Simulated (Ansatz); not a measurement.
The Ga1–H2 bond of ClGaH2 (SMILES [Cl][GaH2]) is stretched (multiplicity 1, the rest rigid).
Geometry at rest (charge 0, multiplicity 1):
```xyz
4

Ga    -0.00290    -0.23189    -0.67117
H     -1.40910    -0.31185    -1.33456
H      1.39794    -0.58224    -1.25326
Cl     0.00594     0.47545     1.37612
```

Cores are frozen in the correlated methods. Filled d and f shells under p-block atoms count as core.

Run with Ansatz (a program for electronic structure) with Gaussian orbitals. 

FIC-MRCISD+Q on CASSCF(2,2)/def2-TZVPP, total energies (hartree):

| R (Å) | CASSCF | MRCISD | weight c² of the reference |
|---|---|---|---|
| 1.557 | -2383.985924 | -2384.250931 | 0.90367 |
| 2.725 | -2383.901603 | -2384.157779 | 0.90366 |
| 4.982 | -2383.868216 | -2384.120980 | 0.90447 |

Add the Davidson correction (E_MRCISD − E_CASSCF)(1 − c²)/c² and give the energies above the first point at the three levels.


Corrections (hartree): -0.028249, -0.027310, -0.026697. Above the first point (kcal/mol):
- R = 2.725 Å: CASSCF 52.9, MRCISD 58.5, with the correction 59.0
- R = 4.982 Å: CASSCF 73.9, MRCISD 81.5, with the correction 82.5
